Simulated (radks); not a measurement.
Values are calculated unless marked as measured or tabulated.
Effect of the nuclear size on neutral bismuth, [Hg] 6p3. Code: a radial shooting solver on a logarithmic mesh with Libxc functionals. Model: Dirac Kohn-Sham, LDA (Slater exchange, Perdew-Wang correlation), spin-unpolarised, spherical densities, finite nucleus; open shells are shared between the two j in proportion to 2j + 1; Fermi nuclear charge, rms radius 5.5211 fm. The rms radius is varied about that value; shifts are against it.

rms radius (fm)	total energy shift (eV)	density at nucleus (e/bohr^3)	1s1/2 shift (meV)	2s1/2 shift (meV)	5p1/2 shift (meV)	6s1/2 shift (meV)	6p1/2 shift (meV)	6p3/2 shift (meV)	7s1/2 (empty) shift (meV)
4.6322	-43.2	3.198e+06	-17200	-2640	0.291	-3.89	0.275	0.367	-0.354
4.9911	-26.3	3.093e+06	-10400	-1600	0.176	-2.36	0.167	0.223	-0.215
5.5211	0	2.957e+06	0.000	0.000	0.000	0.000	0.000	0.000	0.000
5.9959	24.8	2.85e+06	9850	1510	-0.162	2.23	-0.157	-0.211	0.203
6.1836	34.9	2.811e+06	13900	2130	-0.227	3.13	-0.221	-0.296	0.286

Slopes of the eigenvalues against <r^2> in GHz/fm^2, as finite differences over the two radii next to the reference (eigenvalue slopes, not the field-shift constants of lines): 1s1/2 444000, 2s1/2 68200, 5p1/2 -7.40, 6s1/2 101, 6p1/2 -7.10, 6p3/2 -9.50, 7s1/2 (empty) 9.16.
